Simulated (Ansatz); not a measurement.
C2H4BrGaO, relaxed with RKS PBE0-D4/def2-TZVP in Ansatz 0.2.0 from a PBE-D4/def2-SVP geometry. The force threshold is 0.005 eV/Å; the program also tests the step.

Charge 0, multiplicity 1. The bonds changed during the relaxation, so this is another structure than the one it started from.

Start:

```xyz
9

O    -0.443    1.166   -1.069
C    -0.493    0.014   -0.392
Br   -2.115   -0.349    0.591
C     0.449   -0.976   -0.507
Ga    1.351   -0.198    1.712
H    -0.749    1.886   -0.479
H     0.223   -2.010   -0.224
H     1.320   -0.783   -1.153
H     0.458    1.249    1.520
```

Q: By how much does the energy fall, and how many steps does the optimiser take? (An estimate is asked.)

A: Ansatz gave: 0.05 eV, in 13 steps.

Q: Which bonds change most? (An estimate is asked.)

A: Ansatz gave: C2–Br3 from 1.932 to 1.902 Å; C2–C4 from 1.371 to 1.342 Å; Ga5–H9 from 1.711 to 1.691 Å; C4–H7 from 1.096 to 1.079 Å.

Q: Give the relaxed structure. (Best estimate.)

A: The calculation gave: 
```xyz
9

O    -0.448    1.152   -1.056
C    -0.504   -0.013   -0.416
Br   -2.089   -0.358    0.577
C     0.421   -0.976   -0.546
Ga    1.334   -0.168    1.745
H    -0.706    1.860   -0.451
H     0.230   -1.987   -0.219
H     1.292   -0.779   -1.161
H     0.470    1.269    1.526
```
